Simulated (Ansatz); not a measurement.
Frontier orbitals of CH3F2NSSi (`N=C(F)S[SiH2]F`).

Cartesian coordinates in Å:
```
N 1.473 1.253 1.737
C 0.779 0.721 0.856
F 0.589 1.386 -0.297
S -0.044 -0.835 0.858
Si -0.910 -0.739 -1.115
F -1.691 -2.125 -1.225
H 1.559 0.677 2.568
H -1.887 0.362 -1.223
H 0.132 -0.700 -2.159
```

The species carries charge 0 and has multiplicity 1. Geometry: relaxed with PBE0-D4/def2-TZVP. It is one conformer, not always the lowest. Basis def2-TZVPP, Ansatz.

Orbital energies of one run (eV). Highest occupied ones, from the top: -7.60, -8.53, -9.47, -9.78, -10.12, -11.29, -12.65, -12.81, -12.98, -13.94, -14.04, -14.95, -15.78, -17.68. Empty: -1.23, -0.81, -0.03, 0.50, 1.18, 1.26.

Task: Which functional gave them?
A. BLYP
B. r2SCAN
C. BHLYP
D. HSE06 (plane-wave form)

Result: D. HOMO energies: HSE06 -7.60, r2SCAN -7.07, BLYP -6.63, BHLYP -9.08 eV.
